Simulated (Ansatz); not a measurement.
TaSO₃H₃⁺, that is TaS(OH)3 with one electron fewer. Charge 1, multiplicity 2. Geometry PBE-D4/def2-SVP, that of the neutral singlet; atoms count from 1.

Cartesian coordinates in Å:
```
Ta 0.021 0.030 0.005
S 1.241 1.824 0.301
O -1.261 0.346 -1.377
H -1.448 1.121 -1.933
O -0.893 -0.400 1.628
H -0.904 0.018 2.505
O 1.143 -1.433 -0.496
H 2.102 -1.507 -0.632
```

In the def2 sets Ta takes a core potential; there is no spin–orbit coupling.

Estimate the Mulliken populations from the PBE0/def2-TZVP orbitals of Ansatz.


```
atom  charge (e)  spin (α − β)  d electrons
 Ta1        1.52          0.05         2.55
  S2        0.02          0.91            –
  O3       -0.57          0.01            –
  H4        0.39          0.00            –
  O5       -0.57          0.02            –
  H6        0.39          0.00            –
  O7       -0.57          0.00            –
  H8        0.39          0.00            –
```
Mulliken values depend strongly on the basis.

Where does the spin sit?

Summed by element: Ta 0.05, S 0.91, O 0.03, H 0.00, of 1 unpaired in all. Largest on single atoms: S2 0.91, Ta1 0.05, O5 0.02.

And the Mayer bond orders between heavy atoms (over 0.3)?

Ta1–S2 1.53 (2.19 Å); Ta1–O3 1.22 (1.91 Å); Ta1–O5 1.23 (1.91 Å); Ta1–O7 1.22 (1.91 Å).
